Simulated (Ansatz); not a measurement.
Start from `[CH3][GaH][CH3]` and change one atom or group to get `[CH3][GaH][CH2]S`.

Ansatz, PBE0-D4/def2-TZVP geometries, multiplicity 1. Each molecule was computed in one conformer, which needn't be the lowest.

Scalar relativity is left out up to krypton.

| property | `[CH3][GaH][CH3]` |
| --- | --- |
| LUMO energy (PBE/def2-TZVPP) / eV | -1.77 |
| HOMO–LUMO gap (B3LYP/def2-TZVPP) / eV | 6.18 |
| LUMO energy (ωB97M-V/def2-TZVPP) / eV | 0.70 |
| HOMO–LUMO gap (PBE0/def2-TZVPP) / eV | 6.71 |
| HOMO–LUMO gap (PBE/def2-TZVPP) / eV | 4.68 |
| HOMO energy (B3LYP/def2-TZVPP) / eV | -7.43 |

Problem. Give the same properties after the change, and the shifts. (An estimate is asked.)

Solution. Ansatz gave: 
```
                             property  `[CH3][GaH][CH2]S`  shift
    LUMO energy (PBE/def2-TZVPP) / eV               -1.19   0.58
HOMO–LUMO gap (B3LYP/def2-TZVPP) / eV                5.83  -0.35
LUMO energy (ωB97M-V/def2-TZVPP) / eV                1.21   0.51
 HOMO–LUMO gap (PBE0/def2-TZVPP) / eV                6.30  -0.41
  HOMO–LUMO gap (PBE/def2-TZVPP) / eV                4.41  -0.27
  HOMO energy (B3LYP/def2-TZVPP) / eV               -6.50   0.93
```

With PBE0 the HOMO rises by 0.95 eV and the LUMO rises by 0.53 eV, so the gap narrows by about 0.42 eV. PBE moves the HOMO by 0.84 eV and ωB97M-V by 1.02 eV.

B3LYP here is the variant with VWN-RPA as its local correlation; programs differ in this.
